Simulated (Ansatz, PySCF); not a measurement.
This triplet is an excited state, 2.14 eV above the relaxed singlet at the level B3LYP-D3(BJ)/def2-TZVP (PySCF).

Species: H2BO, SMILES `B[O+]` (excited triplet) (charge 1, multiplicity 3).

Q: Give a relaxed geometry from B3LYP-D3(BJ)/def2-TZVP (Ansatz, a first-principles code).

A: the end point of this relaxation (outside a Z-matrix the atoms follow the SMILES, hydrogens last).
Bond lengths (Å): B1–O2 1.381, B1–H3 1.231, B1–H4 1.231. Bond angles (°): O2–B1–H3 122.7, O2–B1–H4 122.7, H3–B1–H4 114.6.
